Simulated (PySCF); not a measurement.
C₃HBrO.
Z-matrix (Å and degrees, PBE0-D3(BJ)/def2-SVP geometry), rows numbered from 1:
```
O 
C   1  1.1921
C   2  1.4402  1  151.56
C   3  1.3433  2   62.17  1   179.84
Br  4  1.8447  2  154.77  3  -179.59
H   3  1.0919  2  151.78  4  -179.81
```

Computed with EOM-IP-CCSD/aug-cc-pVDZ in PySCF, restricted Hartree–Fock reference, 13 core orbitals frozen, non-relativistic, gas phase, PBE0-D3(BJ)/def2-SVP geometry.

Hartree–Fock orbital energies give these Koopmans values (eV): HOMO 10.83, HOMO-1 11.13, HOMO-2 12.45, HOMO-3 13.46, HOMO-4 15.81, HOMO-5 16.48, HOMO-6 16.76, HOMO-7 18.47.

Q: What vertical ionisation energies does EOM-IP-CCSD give?

A: 
| leading hole (HF orbital) | Koopmans (eV) | EOM-IP-CCSD (eV) | change (eV) | one-hole share |
| --- | --- | --- | --- | --- |
| HOMO | 10.83 | 9.54 | -1.29 | 0.95 |
| HOMO-1 | 11.13 | 10.67 | -0.46 | 0.95 |
| HOMO-2 | 12.45 | 11.55 | -0.90 | 0.95 |
| HOMO-3 | 13.46 | 12.54 | -0.92 | 0.94 |
| HOMO-4 | 15.81 | 14.24 | -1.57 | 0.94 |
| HOMO-6 | 16.76 | 14.88 | -1.88 | 0.93 |
| HOMO-5 | 16.48 | 15.27 | -1.21 | 0.91 |
| HOMO-7 | 18.47 | 16.26 | -2.21 | 0.93 |

Q: Does the order of the lines follow the orbital energies?

A: No: the HOMO-6 hole (14.88 eV) falls below the HOMO-5 hole (15.27 eV). The corrections run from -2.21 to -0.46 eV, with a mean of -1.31 eV over the 8 lines; no line lies above its Koopmans value.

Q: At what kinetic energies would He I light (21.22 eV) eject these electrons?

A: 11.68 eV (HOMO), 10.55 eV (HOMO-1), 9.67 eV (HOMO-2), 8.68 eV (HOMO-3), 6.98 eV (HOMO-4), 6.34 eV (HOMO-6), 5.95 eV (HOMO-5), 4.96 eV (HOMO-7).

Q: What total energy has the lowest final state, and which wavelength reaches it?

A: E(CCSD) + ionisation energy = -2762.09391 + 0.35052 = -2761.74339 Eh, at the geometry of the initial state. The threshold wavelength is 1239.84 eV nm/9.54 eV = 130.0 nm.

One root was sought for each valence orbital with −ε under 21 eV, eight at most, so deeper holes and satellites are missing; no vibrational structure.
